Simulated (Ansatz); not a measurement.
C₄H₆O, SMILES O=CC1CC1.

Geometry: B3LYP-D3(BJ)/def2-SVP. Other conformers were not sampled.

Two levels are set side by side: PBE/def2-SVPD (Ansatz, an electronic-structure program) and PBE0/def2-SVPD (Ansatz). Energy differences of separate SCF runs at the same geometry; the states with an electron removed or added have multiplicity 2 and 2. Differences are taken from unrounded values.

| quantity | PBE0 | PBE | PBE minus PBE0 |
|---|---|---|---|
| vertical ionisation energy (eV) | 9.78 | 9.56 | -0.22 |
| vertical singlet–triplet gap (eV) | 3.67 | 3.70 | 0.03 |
